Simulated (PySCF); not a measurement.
C₅H₁₀, SMILES C[C@H]1C[C@@H]1C. Atoms are numbered in the order given.

```xyz
15

C     -1.9481     0.0720    -0.5009
C     -0.6049    -0.4447    -0.0615
C      0.0000     0.0000     1.2405
C      0.6049     0.4447    -0.0615
C      1.9481    -0.0720    -0.5009
H     -2.0822     1.1238    -0.2027
H     -2.7703    -0.5069    -0.0503
H     -2.0619     0.0199    -1.5956
H     -0.4087    -1.4890    -0.3339
H      0.5509    -0.7345     1.8356
H     -0.5509     0.7345     1.8356
H      0.4087     1.4890    -0.3339
H      2.7703     0.5069    -0.0503
H      2.0822    -1.1238    -0.2027
H      2.0619    -0.0199    -1.5956
```

The structure is a stationary point at PBE0-D3(BJ)/def2-SVP.

Level of theory: TDDFT-PBE/def2-SVPD run with PySCF.

Vertical excitations. Gas-phase values at a fixed geometry. State labels are in the subgroup C2.

### Question
List the lowest excited states. (The exact figures need the calculation; the answer reports its results.)

### Answer

| state | symmetry | energy (eV) | λ (nm) | f | main pairs |
|---|---|---|---|---|---|
| S1 | A | 6.69 | 185 | 0.015 | HOMO→LUMO 100 % |
| S2 | B | 6.95 | 179 | 0.007 | HOMO−1→LUMO 100 % |
| S3 | B | 7.04 | 176 | 0.009 | HOMO→LUMO+1 98 % |
| S4 | B | 7.17 | 173 | 0.014 | HOMO→LUMO+2 98 % |
| S5 | A | 7.30 | 170 | 0.009 | HOMO−1→LUMO+1 99 % |
| S6 | A | 7.42 | 167 | 0.002 | HOMO−1→LUMO+2 91 % |
| S7 | A | 7.46 | 166 | 0.014 | HOMO→LUMO+3 91 % |
| S8 | B | 7.74 | 160 | 0.008 | HOMO−1→LUMO+3 99 % |
| S9 | A | 8.19 | 151 | 0.005 | HOMO→LUMO+4 99 % |
| S10 | B | 8.38 | 148 | 0.002 | HOMO−1→LUMO+4 60 %, HOMO→LUMO+5 39 % |
| T1 | A | 6.60 | 188 | 0 | HOMO→LUMO 100 % |
| T2 | B | 6.85 | 181 | 0 | HOMO−1→LUMO 99 % |
| T3 | B | 6.94 | 179 | 0 | HOMO→LUMO+1 95 % |
| T4 | B | 7.06 | 176 | 0 | HOMO→LUMO+2 95 % |
Triplets are in the Tamm–Dancoff approximation, which puts them higher than full response would, so one can lie above its singlet here.
